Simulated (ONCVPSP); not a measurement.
**Cu: excitation energies, all-electron against ONCV**

copper (Cu), optimised norm-conserving Vanderbilt (ONCV), made with ONCVPSP 4.0.1 (LDA (Perdew-Wang 92), scalar-relativistic). Core [Ar], reference 3d9 4s2. Waves: 4s: rc 2.20 bohr, ncon 4, nbas 7, qcut 2.5 1/bohr, 2 projectors, debl 1.3 Ha; p scattering state at 0.32 Ha: rc 2.25 bohr, ncon 5, nbas 8, qcut 4.1 1/bohr, 2 projectors, debl 3.9 Ha; 3d: rc 0.90 bohr, ncon 4, nbas 9, qcut 17.4 1/bohr, 2 projectors, debl 1.1 Ha. Local part: polynomial inside 0.85 bohr (lpopt 5, dvloc0 0 Ha). Core correction: polynomial model core, fcfact 0.3.

In the p channel the program set the typed energies aside and used 0.050, 3.950 Ha.

Energies are relative to the spin-unpolarised reference configuration 3d9 4s2; without spin polarisation the order of configurations can differ from experiment.

Question: Give the all-electron excitation energy and the error of the potential for: 3d10 4s1; 3d10 4s0; 3d9 4s0; 3d9 4s1.

Answer:

```
valence configuration  charge  ΔE all-electron (eV)  error AE − PS (meV)
             3d10 4s1       0                -2.012                  -68
             3d10 4s0      +1                 6.417                 -128
              3d9 4s0      +2                28.106                  -49
              3d9 4s1      +1                 9.892                 -8.0
```

Levels in the configuration 3d9 4s1:

```tsv
level	all-electron (eV)	pseudo (eV)
3d	-19.207	-19.185
4s	-13.928	-13.946
```

Note: ghosts flagged at negative energy: s at -98.1 eV; GHOST(+) flagged for p at 94.4 eV. A true bound ghost makes a file unfit for plane-wave use.
